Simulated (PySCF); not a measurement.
Isomers of C6H12N2, one conformer each; single-point electronic energies without zero-point terms and without any empirical dispersion term.

Computed with PySCF at PBE0/pcSseg-1, non-relativistic, each on one gas-phase PBE0-D3(BJ)/def2-SVP geometry that isn't relaxed in the solvent. The solvent is an IEF-PCM continuum (cavity from Bondi-type radii × 1.2). The model holds no explicit solvent molecules, cavitation or dispersion.

```tsv
isomer	relative energy, gas (kJ/mol)	dipole (D)
`C1CN2CCN1CC2`	0.0	0.00
`CCCN1CCC=N1`	20.9	2.07
`C=CCN(C)/N=C\C`	150.1	1.58
```

Question: How do the relative energies look in chloroform (ε = 4.711)?

Answer: 
| isomer | relative energy, solvent (kJ/mol) | E(solvent) − E(gas) (kJ/mol) | dipole in solvent (D) |
| --- | --- | --- | --- |
| `C1CN2CCN1CC2` | 0.0 | -14.6 | 0.00 |
| `CCCN1CCC=N1` | 21.3 | -14.2 | 2.64 |
| `C=CCN(C)/N=C\C` | 148.6 | -16.1 | 2.04 |

The order is unchanged. Conformers: `[CH3:1][CH2:2][CH2:3][N:4]1[CH2:5][CH2:6][CH:7]=[N:8]1` with C1–C2–C3–N4 177°, C2–C3–N4–C5 70°, C3–N4–C5–C6 160°, N4–C5–C6–C7 -23°, C5–C6–C7–N8 15°, C3–N4–N8–C7 -153°; `[CH2:1]=[CH:2][CH2:3][N:4]([CH3:5])/[N:6]=[CH:7]\[CH3:8]` with C1–C2–C3–N4 136°, C2–C3–N4–C5 85°, C3–N4–N6–C7 -50°. `C=CCN(C)/N=C\C` gains most from the continuum, while `CCCN1CCC=N1` has the largest gas-phase dipole. The gains span 1.9 kJ/mol, the gas-phase energies 150.1 kJ/mol.
